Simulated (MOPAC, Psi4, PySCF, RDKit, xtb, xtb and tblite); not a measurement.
Two geometries of SMILES B[SiH2]CS (CH7BSSi), relaxed at GFN2-xTB with one dihedral held; other torsions can differ between them too.

Structure A

```
11

B      1.7408     0.9004    -0.0432
Si     0.3511    -0.2900    -0.7397
C     -0.4598     0.4487    -2.3172
S      0.7940     0.7097    -3.6232
H      1.6015     2.0615    -0.0295
H      2.7438     0.4836     0.3895
H     -0.7881    -0.5198     0.1704
H      0.7689    -1.6397    -1.1732
H     -1.2530    -0.1642    -2.7400
H     -0.8669     1.4405    -2.1326
H      1.2024    -0.5561    -3.6941
```

Structure B

```
11

B     -1.7420     0.8819    -0.0079
Si    -0.3932    -0.2913    -0.8027
C      0.8828    -0.7900     0.5510
S      1.7402     0.6661     1.2427
H     -1.7059     2.0438    -0.1336
H     -2.6164     0.4487     0.6375
H     -0.8487    -1.5921    -1.3279
H      0.4497     0.2660    -1.8812
H      1.6431    -1.4790     0.1891
H      0.3949    -1.2506     1.4076
H      2.2094     1.1286     0.0855
```

Q: Which is lower in energy at the level DF-MP2 (frozen core)/cc-pVTZ // GFN2-xTB run with Psi4 1.11, and by how much?

A: A is lower, by 3.57 kJ/mol (dihedral H5–B1–Si2–C3: 40° in A, 100° in B).

E(B) − E(A) in kJ/mol at the other levels, on the same two geometries: GFN2-xTB (xtb and tblite) -0.44; PBE/def2-TZVP // GFN2-xTB (Psi4) 5.02; PBE-D3(BJ)/def2-TZVP // GFN2-xTB (Psi4) 5.02; r2SCAN/def2-TZVP // GFN2-xTB (Psi4) 4.86; HF/cc-pVTZ // GFN2-xTB (Psi4) 3.75; UFF // GFN2-xTB (RDKit) 1.54; PM7, restricted, heats of formation // GFN2-xTB (MOPAC) 1.51; PM3, restricted, heats of formation // GFN2-xTB (MOPAC) 7.36; GFN1-xTB // GFN2-xTB (xtb) 1.39; restricted B3LYP/6-31G*, spherical d // GFN2-xTB (PySCF) 3.73; restricted Hartree-Fock/STO-3G // GFN2-xTB (PySCF) 0.97; restricted B3LYP/6-311+G**, spherical d, density fitting // GFN2-xTB (PySCF) 4.12; restricted Hartree-Fock/LANL2DZ, with its core potentials past Ne // GFN2-xTB (PySCF) 3.11.
